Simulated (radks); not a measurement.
The oxygen anion O-, [He] 2s2 2p5, held by a Watson sphere: a shell of charge +1 at radius R that stands for the Madelung well of a crystal (potential energy -1/R inside, -1/r outside, in hartree with lengths in bohr). Method: scalar-relativistic Kohn-Sham, r2SCAN, spin-polarised, spherical densities, finite nucleus; open shells are filled with parallel spins first; meta-GGA in the generalised Kohn-Sham scheme; Fermi nuclear charge, rms radius of each element as measured or else 0.836 A^(1/3) + 0.57 fm; computed with a radial shooting solver on a logarithmic mesh with Libxc functionals.

R (bohr),e(2s down) (eV),e(2p up) (eV),e(2p down) (eV),<r> 2p (bohr),sum of <r^2> (bohr^2),X-ray form factor at sin(theta)/lambda = 0.2 1/angstrom
1.72,-23.823,-9.809,-8.038,1.385,15.39,5.956
1.8,-23.559,-9.592,-7.830,1.397,15.63,5.933
2.73,-21.066,-7.397,-5.668,1.513,17.83,5.779
2.89,-20.733,-7.088,-5.357,1.529,18.13,5.766
3.46,-19.723,-6.137,-4.391,1.581,19.07,5.738
3.81,-19.214,-5.652,-3.893,1.608,19.56,5.728
